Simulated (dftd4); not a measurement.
Cl2Mg, triplet, at a GFN2-xTB geometry (such geometries of metal compounds can be far from the true shape) (a higher spin typed on purpose: for a closed-shell molecule this is an excited state); D4 for blyp (dftd4).

Input for dftd4:
```
$ dftd4 mol.xyz --func blyp --charge 0 --json dftd4.json --noedisp

# file mol.xyz
3

Mg     0.00000000     0.00000000     0.00000000
Cl     0.00000000     0.00000000     2.37515771
Cl    -0.00000000    -0.00000000    -2.37515771
```

Question: Write the output that dftd4 gives for this input, abridged.

Answer: 
```
                    ____  _____ _____     ____  _  _
      -------------|  _ \|  ___|_   _|---|  _ \| || |------------
     |             | | | | |_    | | ___ | | | | || |_           |
     |             | |_| |  _|   | ||___|| |_| |__   _|          |
     |             |____/|_|     |_|     |____/   |_|            |
     |             ===================================           |
     |            E. Caldeweyher, S. Ehlert & S. Grimme          |
     |          Mulliken Center for Theoretical Chemistry        |
     |                    University of Bonn                     |
      -----------------------------------------------------------

Rational (Becke-Johnson) damping: blyp-D4-ATM
---------------------
  s6         1.0000
  s8         2.3408
  s9         1.0000
  a1         0.4449
  a2         4.0933
 alp        16.0000
--------------------

Dispersion energy:      -3.6297675085337E-03 Eh

[Info] JSON dump of results written to 'dftd4.json'
```
